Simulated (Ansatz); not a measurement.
Cost and result for the atomization energy of `O[SiH2]N[SiH](F)F` (11 atoms, 10 bonds).

```xyz
11

O    -2.057    0.900   -1.021
Si   -0.621    0.140   -1.250
N     0.559    0.489   -0.036
Si    1.060   -0.529    1.225
F    -0.149   -0.879    2.196
F     2.135    0.262    2.082
H    -2.538    0.714   -0.213
H    -0.167    0.621   -2.570
H    -0.766   -1.338   -1.200
H     0.920    1.433    0.000
H     1.623   -1.813    0.787
```

The species carries charge 0 and has multiplicity 1. All single points use the PBE0-D4/def2-TZVP geometry. It is one conformer, not always the lowest. Program: Ansatz. All runs use 4 threads of an Arm Neoverse N1 on a shared host. Times are those of one run each, without the atoms' runs, and a repeat can differ threefold. Electronic energies, without spin–orbit coupling; frozen cores. CCSD(T)/CBS adds CCSD(T) − MP2 in def2-TZVPP to the MP2 limit, and its time is that of the two runs behind it. T1 = 0.012. B3LYP takes the VWN-RPA correlation (the form of Gaussian; ORCA's B3LYP/G).

CCSD(T)/CBS is a level of theory with its own doubt, some kJ/mol a heavy atom from the limit and from the frozen cores, so smaller differences don't rank the functionals.

```
                             level  functions  wall time
   PBE-D4/def2-TZVPP (with forces)        278      4.9 s
                PBE0-D4/def2-TZVPP        278        7 s
r2SCAN-D4/def2-TZVPP (with forces)        278       11 s
                 B2PLYP/def2-TZVPP        278       12 s
 B3LYP-D4/def2-TZVPP (with forces)        278       12 s
                ωB97X-V/def2-TZVPP        278       18 s
  ωB97M-V/def2-TZVPP (with forces)        278       25 s
                    MP2/def2-QZVPP        518       45 s
                CCSD(T)/def2-TZVPP        278    9.5 min
                 CCSD(T)/CBS(def2)          –     10 min
```

Question: What atomization energy does each give, and how far from CCSD(T)/CBS? (An estimate is asked.)

Answer: Computed: 
```tsv
level	atomization (kJ/mol)	difference from CCSD(T)/CBS	per bond
PBE-D4/def2-TZVPP (with forces)	4248.9	-10.9	-1.1
PBE0-D4/def2-TZVPP	4166.2	-93.6	-9.4
r2SCAN-D4/def2-TZVPP (with forces)	4221.5	-38.3	-3.8
B2PLYP/def2-TZVPP	4187.1	-72.7	-7.3
B3LYP-D4/def2-TZVPP (with forces)	4213.5	-46.3	-4.6
ωB97X-V/def2-TZVPP	4251.1	-8.7	-0.9
ωB97M-V/def2-TZVPP (with forces)	4246.6	-13.2	-1.3
MP2/def2-QZVPP	4315.6	55.8	5.6
CCSD(T)/def2-TZVPP	4119.8	-140.0	-14.0
CCSD(T)/CBS(def2)	4259.8	0.0	0.0
```

The D4 term adds +39.8 kJ/mol with B3LYP and +20.9 kJ/mol with PBE0; it sums over pairs of atoms, weighted by their polarisabilities, and B3LYP, whose exchange is more repulsive, gets the larger term. From PBE to PBE0 (25 % exact exchange), in def2-TZVPP and without D4, the atomization energy moves by −79.0 kJ/mol: exact exchange takes away binding that semilocal exchange gives to molecules. In def2-TZVPP, CCSD(T) changes the Hartree–Fock value by +1047.3 kJ/mol (the triples alone add +58.3 kJ/mol) and MP2 by +1157.1 kJ/mol; breaking electron pairs costs correlation energy, which Hartree–Fock lacks.
